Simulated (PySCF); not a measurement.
# Worked example: oscillator strength and radiative lifetime

CH₃ClO₃Si, SMILES [Si](C=O)(O)(Cl)O.

Geometry optimised at B3LYP-D3(BJ)/def2-SVP. The structure was generated by enumeration, and PubChem lists no compound with its InChIKey, so it may never have been made. One conformer was computed; it need not be the lowest.

TDA-PBE/def2-SVPD in PySCF 2.14.0 puts the first singlet state with f over 0.02 at 5.34 eV (vertical), with the transition dipole (0.390, 0.045, -0.162) in atomic units.

Problem. Find the oscillator strength, the wavelength and the radiative lifetime that this transition would have in vacuum if emission retraced absorption.

Solution. 
|μ|² = 0.1804 au, so |μ| = 1.08 D. ΔE = 5.34/27.211 = 0.1962 hartree. f = (2/3) ΔE |μ|² = 0.024 (the program prints 0.024).
λ = 1239.84/5.34 = 232 nm; ν = 43070 cm⁻¹.
Einstein's coefficient A = 0.6670 ν² f s⁻¹ (ν in cm⁻¹) = 2.9e7 s⁻¹, so τ = 1/A = 34 ns. This state is S5; the lower singlets have f = 0.004, 0.003, 0.015, 0.003. The figure is the radiative limit of this one transition; relaxation, internal conversion, crossing to triplets and a medium change what is measured.
